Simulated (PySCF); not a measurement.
C₇H₈N₂.
Cartesian coordinates in Å at the GFN2-xTB level; atoms count from 1:
```
atom  x, y, z in Å
N1    -3.159    0.541   -0.623
C2    -2.127   -0.144   -0.791
C3    -1.391   -0.988    0.218
C4    -0.002   -0.437    0.377
C5     0.267    0.590    1.279
C6     1.557    1.085    1.356
C7     2.531    0.545    0.530
C8     2.160   -0.470   -0.337
N9     0.931   -0.947   -0.414
H10   -3.556    0.508    0.317
H11   -1.681   -0.124   -1.781
H12   -1.922   -0.986    1.173
H13   -1.321   -2.005   -0.169
H14   -0.519    0.987    1.904
H15    1.798    1.879    2.047
H16    3.548    0.904    0.558
H17    2.878   -0.929   -1.005
```

Computed at PBE0/pcSseg-1 (PySCF, non-relativistic), with Q(14N) = 0.02044 b: N1, 14N (I = 1): χzz = -5.042 MHz, η = 0.367; N9, 14N (I = 1): χzz = -5.333 MHz, η = 0.346.

(1) Where would the pure quadrupole (NQR) lines of 14N at N1 fall for the rigid, isolated species?

(2) Find the zero-field quadrupole resonance frequencies of 14N at N9.

Results:

(1) From ν± = (3/4)|χ|(1 ± η/3) and ν0 = |χ|η/2: ν+ 4.244 MHz, ν− 3.320 MHz, ν0 0.924 MHz (imine nitrogen).

(2) From ν± = (3/4)|χ|(1 ± η/3) and ν0 = |χ|η/2: ν+ 4.461 MHz, ν− 3.538 MHz, ν0 0.922 MHz (pyridine-type nitrogen).

In a crystal, neighbours and librations shift these lines. GFN2-xTB bond lengths can be off by several hundredths of an ångström, more for odd bonds, and the gradients follow them. The basis is small and wasn't made for field gradients, so the couplings can be 20 % off.

One conformer stands for the species.
